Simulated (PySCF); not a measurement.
# A ladder of Hamiltonians for V¹⁹⁺ (vanadium, charge +19)

Occupied: 1s1/2, 2s1/2. Hartree-Fock calculated with PySCF 2.14 in an uncontracted even-tempered set (19 s from 1.5 bohr⁻², ratio 2.3; 13 p from 1.8 bohr⁻², ratio 2.3), Gaussian nucleus throughout. NR is non-relativistic, sf-X2C the spin-free one-electron X2C Hamiltonian, X2C adds the bare one-electron spin-orbit term, X2C-SNSO screens it by Boettger's factors, DC is four-component Dirac-Coulomb, and the Gaunt and Breit terms are added at first order (total energies over the DC spinors, levels after relaxing the spinors in that mean field). QED terms are absent. Levels marked empty are virtual spinors of this ion.

| Hamiltonian | E (hartree) | E − E(DC) (hartree) | CPU seconds |
| --- | --- | --- | --- |
| NR | -625.9259 | 4.5612 | 0.37 |
| sf-X2C | -630.3953 | 0.0919 | 0.19 |
| X2C | -630.3953 | 0.0919 | 0.19 |
| X2C-SNSO | -630.3953 | 0.0919 | 0.19 |
| DC | -630.4871 | 0.0000 | 5.4 |
| DC+Gaunt | -630.2979 | 0.1892 | 9.3 |
| DC+Breit | -630.3013 | 0.1858 | 84 |

Q: Give the 2p spin-orbit interval with each Hamiltonian that has one.

A: X2C 9.776; X2C-SNSO 8.919; DC 9.021; DC+Gaunt 8.684; DC+Breit 8.684 (eV).

```
   level (eV)       NR   sf-X2C      X2C  X2C-SNSO       DC  DC+Gaunt  DC+Breit
        1s1/2  -6577.8  -6620.3  -6620.3   -6620.3  -6622.5   -6618.0   -6618.0
        2s1/2  -1468.9  -1481.0  -1481.0   -1481.0  -1481.2   -1480.7   -1480.8
2p1/2 (empty)  -1345.8  -1349.6  -1356.2   -1355.6  -1355.8   -1354.9   -1355.1
2p3/2 (empty)  -1345.8  -1349.6  -1346.4   -1346.7  -1346.7   -1346.3   -1346.4
3s1/2 (empty)  -590.53  -594.27  -594.27   -594.27  -594.32   -594.20   -594.22
```

Weight of the small component: 1s1/2 0.00689, 2s1/2 0.00150, 2p1/2 0.00145, 2p3/2 0.00144, 3s1/2 0.000590.

Koopmans' value for the highest occupied level at DC+Breit: 1480.8 eV, against an ionisation energy of 1486.7 ± 0.5 eV (semi-empirical (NIST evaluation); NIST Atomic Spectra Database, ionization energies); the former lacks relaxation, correlation, QED and recoil.

The whole ladder took 100 s of wall time on 1 thread of Intel(R) Xeon(R) Platinum 8259CL CPU @ 2.50GHz (shared host), launched as `OMP_NUM_THREADS=1 python relrun2.py TASK.json OUT` (a driver that calls PySCF for each Hamiltonian).
